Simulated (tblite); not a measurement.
Compound: C4H10OSSi3.
Atom-mapped SMILES: `[SiH3:1][O:2][SiH2:3][SiH2:4][c:5]1[cH:6][cH:7][cH:8][s:9]1` (hydrogens: H10, H11, H12 on Si1; H13, H14 on Si3; H15, H16 on Si4; H17 on C6; H18 on C7; H19 on C8)

Computed with GFN2-xTB (tblite), gas phase: L-BFGS steps from a force-field or distance-geometry start until the largest atomic force falls under 0.01 eV/Å.

Step 21: E = -714.1140 eV
```
atom  x, y, z in Å  |  force x, y, z in eV/Å
Si1     2.4043    0.3227   -1.2087   -0.011   0.013  -0.030
O2      2.5354    0.2111    0.4009   -0.037  -0.023  -0.019
Si3     1.8986   -0.3197    1.8037    0.017  -0.014   0.008
Si4    -0.2404    0.5303    2.0184    0.032   0.039   0.034
C5     -1.2961    0.0272    0.5471    0.006  -0.010   0.019
C6     -1.7574    0.7511   -0.5140    0.014  -0.015   0.039
C7     -2.4626   -0.0176   -1.4635   -0.006   0.000   0.000
C8     -2.5304   -1.3283   -1.1192   -0.003  -0.012  -0.039
S9     -1.7312   -1.6434    0.3644    0.014  -0.048   0.039
H10     2.0529   -0.9930   -1.7406    0.018   0.001  -0.013
H11     3.7245    0.7793   -1.6241    0.000   0.002  -0.017
H12     1.3366    1.2814   -1.4919    0.016   0.019  -0.014
H13     1.9440   -1.7855    1.7200   -0.007  -0.018   0.038
H14     2.9000    0.1340    2.7705   -0.020   0.020   0.017
H15    -0.9129    0.0062    3.2176   -0.007  -0.004   0.005
H16    -0.3689    1.9943    2.0734    0.006   0.037   0.001
H17    -1.6026    1.8117   -0.6064    0.009  -0.001   0.009
H18    -2.9028    0.3823   -2.3581   -0.013   0.044  -0.038
H19    -3.0007   -2.1349   -1.6432   -0.030  -0.029  -0.039
```

Step 22: E = -714.1148 eV
```
atom  x, y, z in Å  |  force x, y, z in eV/Å
Si1     2.4045    0.3235   -1.2109   -0.024   0.014  -0.021
O2      2.5298    0.2074    0.3984   -0.026  -0.021  -0.003
Si3     1.8997   -0.3195    1.8057   -0.003  -0.010   0.011
Si4    -0.2419    0.5297    2.0184    0.063   0.054   0.071
C5     -1.2965    0.0246    0.5486    0.006   0.003   0.013
C6     -1.7570    0.7495   -0.5116    0.009  -0.003   0.019
C7     -2.4619   -0.0172   -1.4623   -0.010  -0.013  -0.014
C8     -2.5294   -1.3288   -1.1212   -0.011  -0.012  -0.028
S9     -1.7311   -1.6440    0.3633    0.002  -0.099   0.035
H10     2.0533   -0.9904   -1.7448    0.015  -0.018  -0.023
H11     3.7255    0.7791   -1.6222    0.012   0.008  -0.021
H12     1.3371    1.2820   -1.4949    0.016   0.025  -0.015
H13     1.9426   -1.7860    1.7259   -0.001  -0.011   0.038
H14     2.9039    0.1364    2.7702   -0.032   0.015   0.001
H15    -0.9135    0.0082    3.2200   -0.003   0.000  -0.007
H16    -0.3699    1.9949    2.0703    0.006   0.018   0.000
H17    -1.6017    1.8094   -0.6045    0.013   0.022   0.014
H18    -2.9011    0.3846   -2.3564   -0.016   0.046  -0.043
H19    -3.0024   -2.1340   -1.6457   -0.015  -0.019  -0.029
```

Step 23: E = -714.1160 eV
```
atom  x, y, z in Å  |  force x, y, z in eV/Å
Si1     2.4044    0.3248   -1.2146   -0.031   0.008  -0.005
O2      2.5209    0.2014    0.3947   -0.012  -0.018   0.013
Si3     1.9013   -0.3193    1.8088   -0.027  -0.006   0.009
Si4    -0.2429    0.5295    2.0196    0.085   0.058   0.095
C5     -1.2968    0.0206    0.5514    0.007   0.011   0.008
C6     -1.7562    0.7470   -0.5078    0.000   0.006  -0.010
C7     -2.4609   -0.0167   -1.4609   -0.011  -0.027  -0.027
C8     -2.5281   -1.3298   -1.1245   -0.018  -0.009  -0.004
S9     -1.7309   -1.6467    0.3620   -0.017  -0.126   0.009
H10     2.0541   -0.9867   -1.7519    0.011  -0.038  -0.034
H11     3.7274    0.7789   -1.6198    0.020   0.015  -0.022
H12     1.3382    1.2834   -1.4999    0.012   0.036  -0.016
H13     1.9404   -1.7868    1.7358    0.007   0.000   0.037
H14     2.9091    0.1403    2.7697   -0.046   0.009  -0.018
H15    -0.9144    0.0113    3.2237    0.002   0.006  -0.018
H16    -0.3713    1.9960    2.0656    0.006  -0.001   0.002
H17    -1.6001    1.8064   -0.6013    0.015   0.037   0.024
H18    -2.8988    0.3888   -2.3545   -0.012   0.036  -0.030
H19    -3.0052   -2.1331   -1.6500    0.009   0.000  -0.012
```

**Question.** Estimate the geometry and energy of step 24. (The exact step hangs on the optimiser's Hessian estimate; all steps are aligned on step 23, rigid shifts and turns removed.)

**Answer.** E = -714.1174 eV, largest force 0.123 eV/Å
```
atom  x, y, z in Å  |  force x, y, z in eV/Å
Si1     2.4040    0.3267   -1.2193   -0.029  -0.006   0.014
O2      2.5091    0.1933    0.3901    0.002  -0.014   0.023
Si3     1.9029   -0.3190    1.8131   -0.047  -0.003  -0.001
Si4    -0.2429    0.5299    2.0228    0.077   0.045   0.084
C5     -1.2970    0.0153    0.5552    0.011   0.008   0.002
C6     -1.7551    0.7439   -0.5030   -0.006   0.007  -0.033
C7     -2.4598   -0.0165   -1.4596   -0.005  -0.029  -0.031
C8     -2.5266   -1.3312   -1.1286   -0.025  -0.002   0.023
S9     -1.7310   -1.6522    0.3603   -0.034  -0.104  -0.027
H10     2.0554   -0.9823   -1.7619    0.009  -0.050  -0.042
H11     3.7300    0.7790   -1.6172    0.016   0.018  -0.018
H12     1.3398    1.2858   -1.5071    0.008   0.048  -0.015
H13     1.9376   -1.7876    1.7498    0.016   0.010   0.035
H14     2.9149    0.1454    2.7688   -0.056   0.005  -0.036
H15    -0.9157    0.0155    3.2284    0.007   0.012  -0.024
H16    -0.3729    1.9971    2.0593    0.007  -0.011   0.007
H17    -1.5976    1.8032   -0.5967    0.014   0.032   0.035
H18    -2.8961    0.3948   -2.3526   -0.001   0.014  -0.003
H19    -3.0087   -2.1317   -1.6557    0.035   0.019   0.007
```

The energy changes by -0.0014 eV. The first-order estimate −F·Δx gives -0.0019 eV and the mean of the old and new forces, exact on a quadratic surface, -0.0014 eV. The step makes an angle of 76° with the force vector and moves no atom by more than 0.015 Å.

What follows is the cost of the whole relaxation. Hardware: one thread of an Arm Neoverse V2 (shared host). Cost: 1.6 s wall.
